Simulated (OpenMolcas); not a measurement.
# P: terms and fine structure

```yaml
Program: OpenMolcas
Method: RASSCF
Basis: ANO-RCC-VTZP [5s4p2d1f]
Scalar_Hamiltonian: DKH2, point nucleus
Active_space: 5 electrons in 9 orbitals (RAS2 3s 3p; RAS3 3d, at most 2 electrons)
State_averaging: 2S+1 = 4 odd, 1 root; 2S+1 = 2 odd, 8 roots; 2S+1 = 2 even, 5 roots
Spin-orbit_coupling: state interaction with AMFI integrals over the reference wave functions, term energies averaged over their components
```

Spin-free terms above the lowest, with the occupations of the reference:

```tsv
Configuration	Term	E (cm-1)	Occupations
3s2 3p3	4S*	0.0	3s 1.95 3p 2.98 3d 0.07
3s2 3p3	2D*	14595	3s 1.95 3p 2.97 3d 0.08
3s2 3p3	2P*	22704	3s 1.92 3p 3.00 3d 0.08
```

With spin-orbit coupling, above the lowest level:

| Configuration | Term | J | E (cm-1) | Measured (cm-1) | g | Term weight % |
| --- | --- | --- | --- | --- | --- | --- |
| 3s2 3p3 | 4S* | 3/2 | 0.0 | 0.0 | 2.002 | 100 |
| 3s2 3p3 | 2D* | 3/2 | 14590 | 11361 | 0.800 | 100 |
| 3s2 3p3 | 2D* | 5/2 | 14597 | 11377 | 1.200 | 100 |
| 3s2 3p3 | 2P* | 1/2 | 22710 | 18723 | 0.666 | 100 |
| 3s2 3p3 | 2P* | 3/2 | 22714 | 18748 | 1.334 | 100 |

Against the 4 measured excited levels shown (NIST Handbook of Basic Atomic Spectroscopic Data) the mean absolute deviation is 3600 cm-1; the largest miss in energy is 3s2 3p3 2P* 1/2: computed 22710, measured 18723 cm-1 (+21.3 %), and the largest in proportion 3s2 3p3 2D* 3/2 (+28.4 %).

Spin-orbit coupling puts the lowest level 2.1 cm-1 below the lowest spin-free term.

Without dynamic correlation excited terms often stand tens of per cent too high (terms of higher spin than the ground term too low), and those without a measured partner can miss by more than the paired ones. Active for correlation alone: 3d; no level in the range computed is led by a configuration that fills it, so any true level of that kind is missing. Computed and measured levels are paired by configuration, term and J; levels that our copy of the source lacks, or whose pairing is in doubt (as where it misses far off the trend of its configuration), stay unpaired and out of the deviations. Only configurations of the active space appear. The first state left out of the spin-orbit step lies near 86000 cm-1 above the lowest spin-free state of the reference (among the parities and spins computed), and the list stops at four fifths of that energy or lower.

The term weight is that of the spin-free term in the level, not the purity of its configuration. * marks odd parity.
